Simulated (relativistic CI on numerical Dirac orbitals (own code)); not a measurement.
# Cu2+: resonant inelastic scattering at the L2,3 edge

Computed with this model: Dirac-Coulomb-Breit CI, orbitals from a KLI potential per configuration, model QED, valence Slater integrals scaled by 0.8, Kramers-Heisenberg scattering through one core-hole configuration in a parametric crystal field; configurations [Ar] 3d9 → [He] 2s2 2p5 3s2 3p6 3d10; 300 K; core-hole width 0.4 eV; summed over polarisations. Incident energies are the highest absorption maxima for each field (at most a few, so the weaker spin-orbit partner edge can be absent), on the computed scale of the free ion. Intensities are in per cent of the strongest line above 0.02 eV; levels within 1 cm⁻¹ are merged; final levels count from the ground level, the first row holds all elastic scattering, lines under 0.4 are left out and each table stops after 24 rows. The scale of the Slater integrals is a model choice and moves the terms in proportion.

Field parameters in Wybourne normalisation: D4h B²₀ = −7Ds, B⁴₀ = 21(Dq − Dt), B⁴₄ = 21√(5/14) Dq. The field is a parameter set, without covalency.

S is read from ⟨S²⟩ = S(S + 1).

D4h, 10Dq = 19900, Ds = -1500, Dt = -410 cm⁻¹:

| Final level (eV) | Degeneracy | Irrep | S | 933.3 eV | 953.4 eV |
| --- | --- | --- | --- | --- | --- |
| 0.000 | 2 | Γ6 | 0.50 | 103.6 | 28.6 |
| 0.997 | 2 | Γ7 | 0.50 | 60.2 | 27.6 |
| 3.105 | 2 | Γ7 | 0.50 | 100.0 | 8.6 |
| 3.220 | 2 | Γ6 | 0.50 | 83.6 | 50.0 |
| 3.488 | 2 | Γ7 | 0.50 | 42.5 | 42.4 |

D4h, 10Dq = 19900, Ds = -860, Dt = -410 cm⁻¹:

```csv
Final level (eV),Degeneracy,Irrep,S,933.1 eV,953.3 eV
0.000,2,Γ6,0.50,91.4,23.1
0.679,2,Γ7,0.50,52.6,22.4
3.005,2,Γ7,0.50,100.0,1.2
3.141,2,Γ6,0.50,73.5,40.5
3.191,2,Γ7,0.50,25.6,39.8
```

D4h, 10Dq = 19900, Ds = -210, Dt = -410 cm⁻¹:

| Final level (eV) | Degeneracy | Irrep | S | 933 eV | 953.1 eV |
| --- | --- | --- | --- | --- | --- |
| 0.000 | 2 | Γ6 | 0.50 | 108.8 | 30.3 |
| 0.357 | 2 | Γ7 | 0.50 | 62.4 | 29.7 |
| 2.801 | 2 | Γ7 | 0.50 | 100.0 | 13.6 |
| 2.992 | 2 | Γ7 | 0.50 | 49.5 | 40.4 |
| 3.060 | 2 | Γ6 | 0.50 | 87.3 | 53.4 |

For the first field the strongest loss at the lowest incident energy is the level at 3.10 eV (S = 0.50, against 0.50 in the thermal ground state).
